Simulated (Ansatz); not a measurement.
Geometry optimisation, Ansatz, RKS LDA/6-31G*.

input.yaml

```yaml
crystal:
  periodic: [false, false, false]
  atoms:
    - { symbol: Si, position_ang: [0.0, 0.0, 0.0] }
    - { symbol: "N", position_ang: [0.0, 0.0, 1.82] }
    - { symbol: H, position_ang: [-0.877, -0.2713, 2.35] }
    - { symbol: H, position_ang: [0.877, 0.2713, 2.35] }
    - { symbol: O, position_ang: [1.5842, 0.0, -0.5594] }
    - { symbol: C, position_ang: [2.3503, -1.1632, -0.836] }
    - { symbol: H, position_ang: [1.7187, -1.9052, -1.3675] }
    - { symbol: H, position_ang: [3.2179, -0.8926, -1.4733] }
    - { symbol: H, position_ang: [2.7141, -1.6023, 0.1163] }
    - { symbol: F, position_ang: [-0.7489, 1.2974, -0.5295] }
    - { symbol: F, position_ang: [-0.7489, -1.2974, -0.5295] }
basis:
  gaussian: { orbitals: "6-31G*" }
hamiltonian:
  xc: lda
relax:
  f_tol: 0.02
  max_steps: 40
output:
  orbitals: {}
```

Launched with:

```bash
$ ansatz run input.yaml --threads 4 --pin off --max-ram 5120MiB --backend cpu --events-out ev --progress --plain --runs-dir out
```

Q: Where does it end, and by what steps?

A: It converged. After 17 steps the energy has fallen by 0.497 eV; H8 moved furthest, 0.56 Å.

| step | energy less start (eV) | largest force component (eV/Å) | accepted |
| --- | --- | --- | --- |
| 0 | 0.0000 | 2.955 | yes |
| 1 | -0.3432 | 1.693 | yes |
| 2 | -0.4320 | 0.371 | yes |
| 3 | -0.4400 | 0.143 | yes |
| 4 | -0.4452 | 0.146 | yes |
| 5 | -0.4363 | 0.648 | no |
| 6 | -0.4545 | 0.089 | yes |
| 7 | -0.4583 | 0.354 | yes |
| 8 | -0.4743 | 0.107 | yes |
| 9 | -0.4454 | 0.726 | no |
| 10 | -0.4822 | 0.111 | yes |
| 11 | -0.4903 | 0.104 | yes |
| 12 | -0.4827 | 0.358 | no |
| 13 | -0.4916 | 0.264 | yes |
| 14 | -0.4959 | 0.030 | yes |
| 15 | -0.4964 | 0.064 | yes |
| 16 | -0.4967 | 0.030 | yes |
| 17 | -0.4969 | 0.015 | yes |

```xyz
11
Properties=species:S:1:pos:R:3
Si -0.047 0.002 -0.045
N 0.301 -0.220 1.597
H -0.419 -0.571 2.230
H 0.980 0.374 2.073
O 1.301 -0.117 -0.946
C 2.248 -1.136 -0.718
H 2.065 -1.997 -1.390
H 3.257 -0.736 -0.933
H 2.220 -1.492 0.333
F -0.660 1.412 -0.453
F -1.158 -1.082 -0.407
```

The run took 19 s on 4 threads of Arm Neoverse V1, with other jobs on the host, peak memory 0.18 GiB.
